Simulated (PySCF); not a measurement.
Se (selenium, neutral) across methods

[Ar] 3d10 4s2 4p4, high-spin 3P determinant. Calculation: PySCF 2.14, in aug-cc-pVDZ-PP with ECP10MDF (5s4p3d, 32 functions); scalar relativity through the core potential.

```tsv
method	E (hartree)	mean ε 4s β (eV)	mean ε 4p α (eV)	mean ε 4p β (eV)	Σ⟨r²⟩ (bohr²)	⟨S²⟩
wB97X-V	-373.0785	-20.456	-10.636	-9.180	40.36	2.002
LDA	-372.5555	-16.642	-7.165	-5.710	40.57	2.001
r2SCAN	-372.9893	-16.394	-7.523	-5.894	40.13	2.004
PBE	-373.1046	-16.232	-7.104	-5.613	40.62	2.002
PBEsol	-372.7424	-16.260	-7.093	-5.578	40.54	2.002
M06-2X	-373.2782	-18.468	-9.424	-7.858	40.71	2.005
CAM-B3LYP	-373.0934	-19.435	-9.638	-8.137	40.46	2.002
PBE0	-373.0782	-17.668	-8.401	-6.768	40.34	2.003
UHF	-371.84603	-20.829	-11.586	-9.336	40.53	2.008
```

Energies and moments cover only the electrons outside the core potential.
